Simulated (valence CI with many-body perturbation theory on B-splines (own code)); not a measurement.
## Ti¹⁵⁺: calculated level list

Computed by relativistic CI+MBPT: five valence electrons over a frozen Dirac-Fock core [He], a basis of 11 s, 11 p, 10 d, 8 f, 5 g, 2 h functions for each j, with the one-electron correlation potential Σ1 (screened to all orders), the two-electron term Σ2, the three-electron term Σ3, Breit, model QED; selected single and double excitations, second order for the rest, scaled by the run's own slope (own B-spline code, finite nucleus).

No measured spectrum was set against this ion. As an estimate, levels of excited configurations hold to 0.05 to 0.15 % of their energy, terms of the ground configuration to about 0.5 %. Among the levels kept, up to 5400 cm⁻¹ of a level comes from second order outside the variational space, and about a tenth of that is noise between levels of different J, which matters for small intervals.

Levels 1 to 45 of 199, with energies above the lowest level, 2s2.2p3 4S°_3/2. "Leading %" is the weight of the configuration and term that name the level; weights of strongly mixed levels are sums over their largest components and can fall short, so below about 35 % the name and the second component can differ from the true leading terms, or belong to a minority configuration. In the jj column 3d3/2^4 stands for four electrons in 3d with j = 3/2. Lifetimes count E1, E2, E3, M1 and M2 decay at the calculated energies, and are blank where another channel may lead or the interval is too uncertain; long ones can be off by a factor of two.

| No. | Configuration | Term | J | E (× 10³ cm⁻¹) | Leading % | Lifetime | Leading jj |
| --- | --- | --- | --- | --- | --- | --- | --- |
| 1 | 2s2.2p3 | 4S° | 3/2 | 0.00 | 96 |  | 2s^2 2p1/2 2p3/2^2 (48 %) |
| 2 | 2s2.2p3 | 2D° | 3/2 | 116.36 | 83 | 540 μs | 2s^2 2p1/2 2p3/2^2 (49 %) |
| 3 | 2s2.2p3 | 2D° | 5/2 | 130.99 | 100 | 9.71 ms | 2s^2 2p1/2 2p3/2^2 (100 %) |
| 4 | 2s2.2p3 | 2P° | 1/2 | 198.11 | 98 | 162 μs | 2s^2 2p1/2 2p3/2^2 (98 %) |
| 5 | 2s2.2p3 | 2P° | 3/2 | 219.65 | 80 | 70.0 μs | 2s^2 2p3/2^3 (83 %) |
| 6 | 2s.2p4 | 4P | 5/2 | 589.31 | 99 | 110 ps | 2s 2p1/2^2 2p3/2^2 (76 %) |
| 7 | 2s.2p4 | 4P | 3/2 | 620.72 | 99 | 93.5 ps | 2s 2p1/2 2p3/2^3 (84 %) |
| 8 | 2s.2p4 | 4P | 1/2 | 633.95 | 98 | 85.9 ps | 2s 2p3/2^4 (34 %) |
| 9 | 2s.2p4 | 2D | 3/2 | 813.69 | 98 | 36.3 ps | 2s 2p1/2 2p3/2^3 (58 %) |
| 10 | 2s.2p4 | 2D | 5/2 | 817.78 | 99 | 40.8 ps | 2s 2p1/2 2p3/2^3 (76 %) |
| 11 | 2s.2p4 | 2S | 1/2 | 940.72 | 84 | 19.0 ps | 2s 2p1/2^2 2p3/2^2 (68 %) |
| 12 | 2s.2p4 | 2P | 3/2 | 977.44 | 98 | 10.6 ps | 2s 2p1/2 2p3/2^3 (57 %) |
| 13 | 2s.2p4 | 2P | 1/2 | 1021.4 | 85 | 11.2 ps | 2s 2p1/2 2p3/2^3 (51 %) |
| 14 | 2p5 | 2P° | 3/2 | 1538.4 | 98 | 15.1 ps | 2p1/2^2 2p3/2^3 (98 %) |
| 15 | 2p5 | 2P° | 1/2 | 1588.7 | 98 | 14.2 ps | 2p1/2 2p3/2^4 (98 %) |
| 16 | 2s2.2p2.3s | 4P | 1/2 | 4775.8 | 87 | 1.61 ps | 2s^2 2p1/2^2 3s (73 %) |
| 17 | 2s2.2p2.3s | 4P | 3/2 | 4801.6 | 94 | 1.74 ps | 2s^2 2p1/2 2p3/2 3s (95 %) |
| 18 | 2s2.2p2.3s | 4P | 5/2 | 4825.7 | 90 | 1.72 ps | 2s^2 2p1/2 2p3/2 3s (60 %) |
| 19 | 2s2.2p2.3s | 2P | 1/2 | 4828.7 | 89 | 622 fs | 2s^2 2p1/2 2p3/2 3s (87 %) |
| 20 | 2s2.2p2.3s | 2P | 3/2 | 4855.7 | 80 | 633 fs | 2s^2 2p1/2 2p3/2 3s (74 %) |
| 21 | 2s2.2p2.3s | 2D | 5/2 | 4920.3 | 90 | 1.00 ps | 2s^2 2p3/2^2 3s (60 %) |
| 22 | 2s2.2p2.3s | 2D | 3/2 | 4923.9 | 82 | 900 fs | 2s^2 2p3/2^2 3s (71 %) |
| 23 | 2s2.2p2.3p | 4D° | 1/2 | 4936.1 | 45 | 119 ps | 2s^2 2p1/2^2 3p1/2 (74 %) |
| 24 | 2s2.2p2.3p | 4D° | 1/2 | 4957.4 | 46 | 201 ps | 2s^2 2p1/2 2p3/2 3p1/2 (74 %) |
| 25 | 2s2.2p2.3p | 4D° | 3/2 | 4957.5 | 77 | 99.0 ps | 2s^2 2p1/2^2 3p3/2 (49 %) |
| 26 | 2s2.2p2.3p | 4D° | 5/2 | 4980.6 | 87 | 151 ps | 2s^2 2p1/2 2p3/2 3p3/2 (80 %) |
| 27 | 2s2.2p2.3p | 4P° | 3/2 | 4983.5 | 52 | 35.0 ps | 2s^2 2p1/2 2p3/2 3p1/2 (57 %) |
| 28 | 2s2.2p2.3p | 4P° | 1/2 | 4989.5 | 78 | 37.6 ps | 2s^2 2p1/2 2p3/2 3p3/2 (65 %) |
| 29 | 2s2.2p2.3p | 4P° | 5/2 | 4998.9 | 57 | 44.6 ps | 2s^2 2p1/2 2p3/2 3p1/2 (48 %) |
| 30 | 2s2.2p2.3p | 4D° | 7/2 | 5003.6 | 91 | 226 ps | 2s^2 2p1/2 2p3/2 3p3/2 (58 %) |
| 31 | 2s2.2p2.3p | 2D° | 3/2 | 5006.4 | 73 | 55.6 ps | 2s^2 2p1/2 2p3/2 3p3/2 (86 %) |
| 32 | 2s2.2p2.3s | 2S | 1/2 | 5024.5 | 90 | 1.03 ps | 2s^2 2p3/2^2 3s (81 %) |
| 33 | 2s2.2p2.3p | 4S° | 3/2 | 5030.2 | 69 | 4.93 ps | 2s^2 2p1/2 2p3/2 3p3/2 (36 %) |
| 34 | 2s2.2p2.3p | 2D° | 5/2 | 5041.1 | 56 | 63.0 ps | 2s^2 2p3/2^2 3p3/2 (58 %) |
| 35 | 2s2.2p2.3p | 2P° | 3/2 | 5046.4 | 82 | 24.7 ps | 2s^2 2p1/2 2p3/2 3p3/2 (36 %) |
| 36 | 2s2.2p2.3p | 2P° | 1/2 | 5054.0 | 82 | 35.8 ps | 2s^2 2p3/2^2 3p3/2 (59 %) |
| 37 | 2s2.2p2.3p | 2F° | 5/2 | 5095.5 | 80 | 63.2 ps | 2s^2 2p3/2^2 3p3/2 (34 %) |
| 38 | 2s2.2p2.3p | 2F° | 7/2 | 5104.6 | 92 | 64.4 ps | 2s^2 2p3/2^2 3p3/2 (58 %) |
| 39 | 2s.2p3.3s | 6S° | 5/2 | 5108.0 | 98 | 209 ps | 2s 2p1/2 2p3/2^2 3s (53 %) |
| 40 | 2s2.2p2.3p | 2D° | 3/2 | 5125.5 | 74 | 20.7 ps | 2s^2 2p1/2 2p3/2 3p1/2 (38 %) |
| 41 | 2s2.2p2.3p | 2D° | 5/2 | 5132.1 | 90 | 33.8 ps | 2s^2 2p3/2^2 3p1/2 (48 %) |
| 42 | 2s2.2p2.3p | 2P° | 1/2 | 5146.7 | 97 | 13.0 ps | 2s^2 2p1/2 2p3/2 3p3/2 (74 %) |
| 43 | 2s2.2p2.3d | 4F | 3/2 | 5151.0 | 76 | 2.64 ps | 2s^2 2p1/2^2 3d3/2 (71 %) |
| 44 | 2s2.2p2.3d | 4F | 5/2 | 5161.8 | 70 | 1.72 ps | 2s^2 2p1/2^2 3d5/2 (51 %) |
| 45 | 2s2.2p2.3p | 2P° | 3/2 | 5174.7 | 78 | 7.99 ps | 2s^2 2p3/2^2 3p3/2 (70 %) |

Names give the largest LS component (configuration and term), which can be under half, so a name can repeat, a term be missing and a line seem to break the LS rules; names also repeat where a configuration has a term twice.

The ionisation energy to 2s2.2p2 3P_0 of the next ion comes out as 1041.9 eV (NIST: 1042.5 ± 0.8 eV (semi-empirical)). All 199 levels together are meant to be complete up to 6010.1 × 10³ cm⁻¹.
